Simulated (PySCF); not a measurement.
A species of formula C5H9ClO2S has this rotational fingerprint, computed with PBE0/pcSseg-1 in PySCF (dipole) on a GFN2-xTB geometry, gas phase:

* Rotational constants: A = 2153, B = 751.3, C = 675.9 MHz
* Dipole components: |μa| = 4.63 D, |μb| = 1.38 D, |μc| = 2.82 D
* Inertial defect: -159.75 u·Å²
* κ: -0.90

Question: Which candidate fits, each taken in the one conformer that was computed?
A. `[CH3:1][CH2:2]/[C:3]([Cl:4])=[CH:5]/[S:6]([CH3:7])(=[O:8])=[O:9]` with C1–C2–C3–Cl4 -70°, C3–C5–S6–C7 71°
B. `[O:1]=[S:2](=[O:3])([Cl:4])[CH:5]1[CH2:6][CH2:7][CH2:8][CH2:9]1` with O1–S2–C5–C6 -68°, S2–C5–C6–C7 91°, C5–C6–C7–C8 39°, C6–C7–C8–C9 -40°, C7–C8–C9–C5 25°
C. `[CH2:1]=[CH:2][C@@H:3]([CH3:4])[CH2:5][S:6](=[O:7])(=[O:8])[Cl:9]` with C1–C2–C3–C4 120°, C2–C3–C5–S6 177°, C3–C5–S6–O7 93°

Answer: A. It is CC/C(Cl)=C/S(C)(=O)=O, an asymmetric top, point group C1. The candidates at the same level (rigid rotor, commonest isotopes):

```
                  SMILES  A (MHz)  B (MHz)  C (MHz)  μa (D)  μb (D)  μc (D)  Δ (u·Å²)  point group                        rotor
      O=S(=O)(Cl)C1CCCC1     2177    944.6    813.7    3.53    1.96    1.98   -146.11           C1               asymmetric top
   CC/C(Cl)=C/S(C)(=O)=O     2153    751.3    675.9    4.63    1.38    2.82   -159.75           C1               asymmetric top
C=C[C@@H](C)CS(=O)(=O)Cl     2249    678.1    600.9    3.49    1.88    1.45   -129.03           C1  near-prolate asymmetric top
```

`O=S(=O)(Cl)C1CCCC1` has B 26 % too high; `C=C[C@@H](C)CS(=O)(=O)Cl` has C 11 % too low. No structure here is proved a minimum.
